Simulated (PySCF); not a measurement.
Species: C₂H₅F₃SSi.
Numbering: `[F:1][SiH2:2][S:3][CH2:4][CH:5]([F:6])[F:7]` (hydrogens: H8, H9 on Si2; H10, H11 on C4; H12 on C5)

Method used: PBE0-D3(BJ)/def2-SVP geometry optimisation, gas phase in PySCF 2.14.0.

(1) List the bond lengths, angles and torsions at this level.

Answers

(1) 
| bond | length (Å) | order |
| --- | --- | --- |
| F1–Si2 | 1.624 | single |
| Si2–S3 | 2.148 | single |
| S3–C4 | 1.818 | single |
| C4–C5 | 1.508 | single |
| C5–F6 | 1.360 | single |
| C5–F7 | 1.347 | single |
| Si2–H8, Si2–H9 | 1.485 | single |
| C4–H10, C4–H11 | 1.100 | single |
| C5–H12 | 1.103 | single |

Bonds in one row agree within 0.01 Å and their mean is given. Orders are formal, as drawn. A selection of angles:
| angle | degrees |
| --- | --- |
| F1–Si2–S3 | 105.7 |
| F1–Si2–H8 | 109.0 |
| F1–Si2–H9 | 106.2 |
| S3–Si2–H8 | 108.6 |
| S3–Si2–H9 | 113.6 |
| H8–Si2–H9 | 113.4 |
| Si2–S3–C4 | 99.2 |
| S3–C4–C5 | 112.6 |
| S3–C4–H10 | 106.7 |
| S3–C4–H11 | 111.5 |
| C5–C4–H10 | 109.1 |
| H10–C4–H11 | 108.0 |
| C4–C5–F6 | 109.6 |
| C4–C5–H12 | 113.0 |
| F6–C5–F7 | 107.4 |
| F6–C5–H12 | 107.8 |
| F7–C5–H12 | 109.2 |

Dihedral angles: F1–Si2–S3–C4 -145° (anticlinal); Si2–S3–C4–C5 -73° (synclinal); S3–C4–C5–F6 63° (synclinal). The mirror-image conformer, all signs reversed, is as good.

S3 (sulfur bonded to C and Si) is bent (angle 99.2°). Of the pairs four or more bonds apart, Si2···F6 is among the closest relative to their van der Waals radii: 2.92 Å, 82 % of the sum of Bondi's values. Si2 (fluorine-bound silicon) is distorted tetrahedral (angles from 105.7° to 113.6°).

Point group: C1 (no symmetry element, even within 0.4 Å). Whether it is a minimum is left open (no frequencies). One conformer, not necessarily the lowest.
